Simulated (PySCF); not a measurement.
HIS: bending curve

Level of theory: PySCF, PBE0, basis I def2-TZVP with ECP28, S def2-TZVP, H def2-TZVP (scalar-relativistic core potentials, no spin–orbit coupling, density fitting).

Rigid scan from the singlet minimum (I–H 1.651 Å, I–S 2.293 Å; H–I–S 105.6°). Coordinate: the S–I–H angle, bonds fixed. Energies in kJ/mol from the minimum.

```json
{"bond angle (°)": "80", "E (kJ/mol)": "41.4", "dipole size (D)": "4.48"}
{"bond angle (°)": "90", "E (kJ/mol)": "15.5", "dipole size (D)": "4.33"}
{"bond angle (°)": "100", "E (kJ/mol)": "1.9", "dipole size (D)": "4.15"}
{"bond angle (°)": "110", "E (kJ/mol)": "1.1", "dipole size (D)": "3.97"}
{"bond angle (°)": "120", "E (kJ/mol)": "11.8", "dipole size (D)": "3.78"}
{"bond angle (°)": "130", "E (kJ/mol)": "32.6", "dipole size (D)": "3.56"}
{"bond angle (°)": "140", "E (kJ/mol)": "62.3", "dipole size (D)": "3.33"}
{"bond angle (°)": "150", "E (kJ/mol)": "99.9", "dipole size (D)": "3.07"}
{"bond angle (°)": "160", "E (kJ/mol)": "144.5", "dipole size (D)": "2.80"}
{"bond angle (°)": "170", "E (kJ/mol)": "194.8", "dipole size (D)": "2.58"}
{"bond angle (°)": "180", "E (kJ/mol)": "244.8", "dipole size (D)": "3.11"}
```

With the bonds held, the linear shape lies 244.8 kJ/mol from the minimum.
